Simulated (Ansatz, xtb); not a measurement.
Species: BrCl, charge 1, multiplicity 2. 
Structure (B3LYP-D3(BJ)/def2-TZVP (Ansatz, a program for electronic structure) minimum search):
```
Cl
Br 1 2.0683
```
Charge +1, spin multiplicity 2.

Harmonic wavenumbers from GFN2-xTB (xtb, at its own minimum), cm⁻¹: 394.

Problem. Give the harmonic wavenumbers at B3LYP-D3(BJ)/def2-TZVP (Ansatz, finite differences of forces, unscaled).

Solution. 496 cm⁻¹. Zero-point energy 0.7 kcal/mol.

Problem. From these and the geometry, give the ideal-gas thermochemistry at 298.15 K and 1 atm (rigid rotor, harmonic oscillator).

Solution. Point group C∞v, rotational symmetry number 1. Rotational constants 4.811, 4.811 GHz. S(trans) 40.14, S(rot) 16.22, S(vib) 0.67, S(elec, spin only) 1.38, S 58.4 cal/(mol K). H(298) - H(0) 2.22 kcal/mol; G - E(el) -14.5 kcal/mol.
